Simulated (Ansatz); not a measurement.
Consider the redistribution: `C=C(F)[SiH2][SeH]` + `[NH2][Al]([OH])[F]` → `[OH][Al]([F])[SeH]` + `C=C(F)[SiH2]N`.

Calculated with Ansatz (gas phase, PBE0-D4/def2-TZVP geometries, no zero-point term in ΔE). CBS: MP2 limit from def2 TZ/QZ plus the TZ coupled-cluster correction, frozen cores. DFT in def2-TZVPP. For Se outer-core shells are correlated without core-valence functions, which leaves a few kJ/mol of doubt a bond. Scalar relativity is left out up to krypton. Each species was taken in one conformer, which may not be the lowest.

```
          level  ΔE (eV)
            PBE    -0.17
CCSD/def2-TZVPP    -0.19
```

(1) What does CCSD(T)/CBS give? (An estimate is asked.)

Largest T1 diagnostic among the species: 0.012.

Results:

(1) Ansatz gave: -0.18 eV. The listed levels differ from it by 0.01, -0.01 eV.

In def2-TZVPP, CCSD(T) changes the Hartree–Fock value by +0.08 eV (the triples alone add +0.01 eV) and MP2 by +0.10 eV.
